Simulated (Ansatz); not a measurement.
Input for Ansatz (a program for electronic structure): R-CCSD(T)/cc-pVTZ on BGeH5O (SMILES O[BH][GeH3]), a point of a torsion scan. The run froze 16 orbitals, filled d shells among them.

Ansatz 0.2 input:
```yaml
crystal:
  periodic: [false, false, false]
  atoms:
    - {symbol: O, position_ang: [1.78397427, 0.73092088, 0.22136897]}
    - {symbol: B, position_ang: [0.96000163, -0.29779329, 0.33015634]}
    - {symbol: Ge, position_ang: [0.40351348, -1.45454015, -1.24931356]}
    - {symbol: H, position_ang: [2.45314656, 0.72094271, -0.46610058]}
    - {symbol: H, position_ang: [0.34940041, -0.32906908, 1.33391057]}
    - {symbol: H, position_ang: [0.28139107, -2.93847402, -1.08900145]}
    - {symbol: H, position_ang: [1.25140288, -1.32255368, -2.48804992]}
    - {symbol: H, position_ang: [-0.95655314, -1.08781156, -1.75753653]}
basis:
  gaussian:
    orbitals: cc-pVTZ
magnetization: {spin_polarized: false}
correlation: {method: ccsd_t, electrons: outside_noble_gas}
scf: {lower_state_search: off}
```

Output:

```
WARN ansatz: RAYON_NUM_THREADS=1 ignored (pool sized by the plan → 1); use --threads N
Functional definition: HF
these checks for a lower state are left out or cut short: stability, starts, cluster_reference, orbital_swaps, neighbouring_geometries, increment
integrals: 0.53 GiB planned
1020 factors; integrals over basis functions are off by at most 8.9e-4 eV
mean field: 0.49 GiB planned
mean field evaluation 1: about -59261.7191 eV, gradient 3.3e1 eV
mean field evaluation 2: about -59261.7996 eV, gradient 3.3e1 eV
mean field evaluation 4: about -59264.1717 eV, gradient 3.1e0 eV
mean field evaluation 8: about -59264.2144 eV, gradient 1.4e-1 eV
mean field -59264.21453456 eV, -2177.9197134178 hartree, gradient 1.3e-6 eV, S^2 0.000000; 0 other end points of the search recorded, 0 dependent functions left out
16 core orbitals not correlated
reference -59264.21453456 eV, -2177.9197134178 hartree; 9, 9 occupied and 148, 148 virtual orbitals, 1020 factors
second order -12.72720578 eV of doubles, -0.00000000 eV of singles
coupled cluster: 1.31 GiB planned
cycle   1  -13.25513732 eV  change   -5.3e-1 eV  update   8.5e-2
cycle   2  -13.62363746 eV  change   -3.7e-1 eV  update   2.6e-2
cycle   3  -13.70482513 eV  change   -8.1e-2 eV  update   1.5e-2
cycle   4  -13.69391568 eV  change    1.1e-2 eV  update   4.1e-3
cycle   5  -13.69395224 eV  change   -3.7e-5 eV  update   1.8e-3
cycle   6  -13.69413550 eV  change   -1.8e-4 eV  update   5.4e-4
cycle   7  -13.69385516 eV  change    2.8e-4 eV  update   1.9e-4
cycle   8  -13.69390311 eV  change   -4.8e-5 eV  update   8.6e-5
cycle   9  -13.69394614 eV  change   -4.3e-5 eV  update   3.6e-5
cycle  10  -13.69392261 eV  change    2.4e-5 eV  update   1.7e-5
cycle  11  -13.69393095 eV  change   -8.3e-6 eV  update   7.4e-6
perturbative correction -0.46618680 eV, -0.0171320491 hartree
Total energy: -59278.37465232 eV, -2178.4400881472 hartree
Checks for a lower state left out: stability, starts, cluster_reference, orbital_swaps, neighbouring_geometries, increment
```

The run converged.

Cost: around 19 core-seconds (rough).
